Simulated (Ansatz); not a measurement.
# Ligand exchange: C4H11B + SbH2(CH3) → C3H9B + SbH(CH3)2

Species: C4H11B `CBC(C)C`, singlet; SbH2(CH3), singlet; C3H9B `BC(C)C`, singlet; SbH(CH3)2, singlet. The partners trade CH3 for H: B–CH3 and Sb–H bonds give way to B–H and Sb–CH3.

Shapes, held fixed at every level: PBE0-D4/def2-TZVP. Flexible molecules stand in one conformer, not always the lowest. Programs: Ansatz 0.2.0. The zero-point and thermal change to 298 K, harmonic and unscaled (PBE0-D4/def2-TZVP), is +2.2 kJ/mol.

```
               level                    kind  ΔH(298 K) (kJ/mol)  less CCSD(T)/def2-TZVPP
         HF/def2-SVP            Hartree–Fock               +43.2                    +10.8
       HF/def2-TZVPP            Hartree–Fock               +33.5                     +1.1
r2SCAN-D4/def2-TZVPP                meta-GGA               +38.1                     +5.7
 B3LYP-D4/def2-TZVPP           global hybrid               +34.7                     +2.3
  PBE0-D4/def2-TZVPP           global hybrid               +38.1                     +5.7
  wB97M-V/def2-TZVPP  range-separated hybrid               +36.1                     +3.7
  CCSD(T)/def2-TZVPP   coupled cluster or CI               +32.4                      0.0
```

The highest level, CCSD(T)/def2-TZVPP, gives ΔH(298 K) = +32.4 kJ/mol; the levels span +32.4 to +43.2. The column of differences is taken from that level and isn't an error. No measured value is set beside it here. For atoms past krypton def2 sets carry core potentials with scalar relativity. Outer-core shells of Sb are correlated, in sets that cover them unevenly.
